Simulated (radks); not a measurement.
Question: Neutral hydrogen, 1s1. Calculated with a radial shooting solver on a logarithmic mesh with Libxc functionals: non-relativistic Kohn-Sham, exchange-only LDA, spin-polarised, spherical densities, point nucleus. Every spin shell is full or empty, so the densities are truly spherical. Functionals are evaluated on that one density, not self-consistently. Rank these exchange functionals by their error against the exact value of the orbitals, and give that value: LDA, B88, PBE, PW86, OPTX, SOGGA, TPSS, revTPSS, Tao-Mo.

Answer: Exact: -0.294561 hartree. From best to worst, with 100 (|E| - |E exact|)/|E exact| (equal figures are ties): PW86 +0.16, revTPSS +0.19, TPSS +0.22, OPTX -0.28, Tao-Mo +0.31, B88 -0.46, PBE -1.64, SOGGA -6.21, LDA -14.03.
